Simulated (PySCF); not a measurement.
**How methods differ on the excitation energy of Sc⁺**

Sc⁺ [Ar] 3d1 4s1 (3D) → Sc⁺ [Ar] 4s2 (1S), as a difference of total energies. All numbers are calculated (PySCF 2.14, the spin-free X2C one-electron Hamiltonian (Gaussian nucleus), in aug-cc-pVTZ-DK). Correlated levels: valence: [Ar] frozen. The calculations carry no spin-orbit coupling.

```json
{"method": "UHF", "excitation energy (eV)": "1.986", "error (eV)": "+0.544"}
{"method": "LDA", "excitation energy (eV)": "2.164", "error (eV)": "+0.722"}
{"method": "PBE", "excitation energy (eV)": "2.293", "error (eV)": "+0.851"}
{"method": "PBE0", "excitation energy (eV)": "2.243", "error (eV)": "+0.801"}
{"method": "BLYP", "excitation energy (eV)": "2.129", "error (eV)": "+0.687"}
{"method": "r2SCANh", "excitation energy (eV)": "2.628", "error (eV)": "+1.186"}
{"method": "wB97X", "excitation energy (eV)": "1.776", "error (eV)": "+0.334"}
{"method": "MP2 (valence)", "excitation energy (eV)": "1.407", "error (eV)": "-0.035"}
{"method": "SCS-MP2 (valence)", "excitation energy (eV)": "1.213", "error (eV)": "-0.229"}
```

Reference: 1.442 eV (measured; NIST levels, between the centres of gravity of the two terms).

Errors of the correlated levels include the incompleteness of this basis and the frozen core.
